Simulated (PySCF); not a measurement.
C2H7FSi2, SMILES F[SiH2]/C=C/[SiH3].

Geometry optimised at B3LYP-D3(BJ)/def2-SVP. The structure was generated by enumeration; whether it is a known compound was not checked. Other conformers were not sampled.

Computed with TDA-ωB97X/def2-SVPD in PySCF.

Vertical excitations. 

```tsv
state	energy (eV)	λ (nm)	f	main pairs
S1	5.87	211	0.003	HOMO−1→LUMO 92 %
S2	7.09	175	0.723	HOMO→LUMO 88 %
S3	7.83	158	0.032	HOMO−2→LUMO 79 %
S4	8.01	155	0.028	HOMO→LUMO+1 72 %
S5	8.05	154	0.005	HOMO−3→LUMO 58 %, HOMO−5→LUMO 12 %
S6	8.37	148	0.012	HOMO−1→LUMO+2 36 %, HOMO−1→LUMO+1 28 %
S7	8.58	144	0.001	HOMO−1→LUMO+1 35 %, HOMO→LUMO+2 19 %, HOMO−1→LUMO+3 7 %, HOMO→LUMO+3 7 %
S8	8.65	143	0.000	HOMO→LUMO+2 25 %, HOMO−1→LUMO+1 15 %, HOMO−1→LUMO+3 13 %, HOMO−1→LUMO+2 10 %
S9	8.79	141	0.002	HOMO→LUMO+4 39 %, HOMO−6→LUMO 21 %, HOMO→LUMO+3 9 %
S10	8.82	141	0.001	HOMO→LUMO+4 31 %, HOMO−6→LUMO 29 %, HOMO−2→LUMO+2 5 %
T1	4.08	304	0	HOMO→LUMO 83 %
T2	5.25	236	0	HOMO−1→LUMO 92 %
T3	7.46	166	0	HOMO−2→LUMO 67 %
T4	7.70	161	0	HOMO−3→LUMO 42 %, HOMO−5→LUMO 19 %, HOMO−6→LUMO 13 %, HOMO−2→LUMO 6 %
```
Triplets are in the Tamm–Dancoff approximation.
